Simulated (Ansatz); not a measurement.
`[GeH3][SiH]1CS1` + `C#C` → `C#C[SiH]1CS1` + GeH₄  (formal exchange of groups at the Si–Ge bond)

Computed with Ansatz on PBE0-D4/def2-TZVP structures; ΔE is electronic, products minus reactants. CCSD(T)/CBS adds triple-zeta CCSD(T) − MP2 to the extrapolated MP2 energy (def2 sets, frozen cores). This one scheme is used for every species. Functionals use def2-TZVPP. B3LYP here is the variant with VWN-RPA as its local correlation; programs differ in this. For Ge outer-core shells are correlated without core-valence functions, which leaves a few kJ/mol of doubt a bond. Scalar relativity is left out up to krypton.

```
             level  ΔE (kJ/mol)
             B3LYP        -19.7
SCS-MP2/def2-QZVPP        -22.9
```

Question: What does CCSD(T)/CBS give? (Best estimate.)

Answer: Ansatz gave: -14.1 kJ/mol. The listed levels differ from it by -5.6, -8.8 kJ/mol.

Largest T1 diagnostic among the species: 0.013.

In def2-TZVPP, CCSD(T) changes the Hartree–Fock value by +10.5 kJ/mol (the triples alone add +0.2 kJ/mol) and MP2 by +6.1 kJ/mol.
